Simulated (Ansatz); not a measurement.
| atom | x (Å) | y (Å) | z (Å) |
| --- | --- | --- | --- |
| C | 0.0000 | 0.0000 | 0.0000 |
| F | 0.7596 | 0.7596 | 0.7596 |
| F | 0.7596 | -0.7596 | -0.7596 |
| F | -0.7596 | 0.7596 | -0.7596 |
| F | -0.7596 | -0.7596 | 0.7596 |

Basis set: def2-TZVP (spherical functions). Frozen core: 5 orbitals. Charge 0, multiplicity 1.

Computed with Ansatz (development build ahead of 0.2.0); each method stands on the lowest determinant of its kind that the runs found. Restricted open shells among the atoms or ions are ROHF, correlated in semicanonical orbitals with singles.

The atomization energy at this shape (free ground-state atoms in the same class of orbitals less the molecule, no zero-point energy) of singlet CF4:

```tsv
method	atomization energy
RHF-MP2	2060.0 kJ/mol
```

Q: What does RHF give?

A: 1376.4 kJ/mol.
